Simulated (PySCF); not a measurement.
Atoms are numbered as in `[CH2:1]=[C:2]=[CH:3][C:4]#[C:5][C:6]([F:7])([F:8])[F:9]`; H(Xn) means a hydrogen on atom n.

How the numbers were obtained: GFN2-xTB structure, σ from GIAO-PBE0/pcSseg-1, in PySCF (gas phase, non-relativistic, rapidly exchanging positions averaged, single conformer).

List the cross peaks expected in HSQC, COSY and HMBC spectra.

Results:



HSQC (one-bond C–H):
| δH | δC |
| --- | --- |
| 5.65 (H(C3)) | 77.2 (C3) |
| 5.46 (H(C1)) | 82.8 (C1) |

HMBC (two and three bonds, from the bond graph):
| δH | δC |
| --- | --- |
| 5.65 (H(C3)) | 234.0 (C2), 87.6 (C5), 87.5 (C4), 82.8 (C1) |
| 5.46 (H(C1)) | 234.0 (C2), 77.2 (C3) |

No COSY cross peaks are expected.

δ = σ(ref) − σ, references computed at the same level: 1H, 13C vs TMS.

Shifts are as computed. Against solution values, carbons near 30 ppm lie about +3 ppm off and those near 130 ppm about +5 ppm. Of 1211 compounds with measured shifts, 218 miss one by over three times the rms of a fit or turn the order of signals round; such compounds aren't used in these exercises.
